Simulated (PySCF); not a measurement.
# One molecule, several mistakes: BH7OSi2

These are calculations, not measurements. They come from PySCF 2.14.0, an open-source quantum chemistry program, on an isolated molecule that a program drew, which may never have been made. The molecule is BH7OSi2 (charge 0, singlet), drawn as the SMILES string `B[SiH](O)[SiH3]`.

Each row is a Hartree-Fock (HF) and frozen-core CCSD(T) single point in the cc-pV(D+d)Z basis, meant for a local HF minimum. Run 1 is clean. Each other run has one planted mistake out of seven kinds, and not every kind appears here: one electron removed, one electron added, multiplicity raised by two, geometry at a saddle point, minimal basis STO-3G, one bond length entered in bohr, all coordinates scaled. The reference is restricted for singlets and unrestricted otherwise, and also for a bond in bohr. Adding or removing an electron swaps singlet and doublet. Electrons count all cores. HOMO and LUMO are orbital energies over both spins, the gradient is its largest component, and the lowest frequency (negative if imaginary) is given only where the gradient is small. Bond lengths are over the 10 bonds as drawn. T1 is the CCSD diagnostic: over 0.02 (restricted) or 0.045 (unrestricted) a single reference is doubtful.

Geometry of the clean run:
```xyz
11
BH7OSi2, angstrom
B     1.0383   -1.4275    0.1585
Si   -0.9412   -1.0066   -0.0197
O    -1.4983   -0.9738   -1.5896
Si   -1.4824    1.1052    0.8972
H     1.7370   -1.7217   -0.7735
H     1.5558   -1.3922    1.2420
H    -1.6583   -2.0548    0.7623
H    -1.2916   -1.6993   -2.1597
H    -0.7192    2.1822    0.2193
H    -2.9311    1.3838    0.7524
H    -1.1331    1.1245    2.3399
```

| run | electrons | basis functions | <S^2> | HOMO (eV) | LUMO (eV) | gradient (hartree/bohr) | lowest frequency (cm^-1) | mean bond (Å) | longest bond (Å) | T1 | HF (hartree) | CCSD(T) (hartree) | mistake |
|---|---|---|---|---|---|---|---|---|---|---|---|---|---|
| 1 | 48 | 109 | 0.000 | -10.34 | 1.20 | 1.6e-05 | 98 | 1.5353 | 2.365 | 0.0130 | -681.50043 | -682.04567 | no fault |
| 2 | 48 | 109 | 0.000 | -10.12 | 1.01 | 5.1e-02 | - | 1.6628 | 2.561 | 0.0141 | -681.44523 | -682.00210 | all coordinates scaled |
| 3 | 47 | 109 | 0.798 | -16.45 | -8.05 | 6.7e-02 | - | 1.5353 | 2.365 | 0.0285 | -681.16274 | -681.69176 | one electron removed |
| 4 | 48 | 109 | 0.921 | -8.53 | 1.35 | 1.2e-02 | - | 1.7161 | 3.839 | 0.0213 | -681.39688 | -681.91790 | one bond length entered in bohr |
| 5 | 48 | 35 | 0.000 | -7.99 | 6.19 | 5.0e-02 | - | 1.5353 | 2.365 | 0.0083 | -673.47708 | -673.67589 | ? |
| 6 | 48 | 109 | 2.020 | -7.55 | -1.36 | 5.8e-02 | - | 1.5353 | 2.365 | 0.0187 | -681.38923 | -681.93000 | ? |

**Which mistake was planted in run 5, and what did it cost?**

It has 35 basis functions where the clean run has 109, with the same electrons and geometry. So the mistake is: minimal basis STO-3G. Subtracting run 1 and multiplying by 627.51 kcal/mol a hartree, the energy moved by 5034.7 kcal/mol in HF and 5252.1 kcal/mol in CCSD(T).

**Which mistake was planted in run 6, and what did it cost?**

Electrons, basis and geometry are unchanged, and <S^2> is 2.020, beside S(S+1) = 2.00 for a multiplicity of 3. So the mistake is: multiplicity raised by two. Subtracting run 1 and multiplying by 627.51 kcal/mol a hartree, the energy moved by 69.8 kcal/mol in HF and 72.6 kcal/mol in CCSD(T).

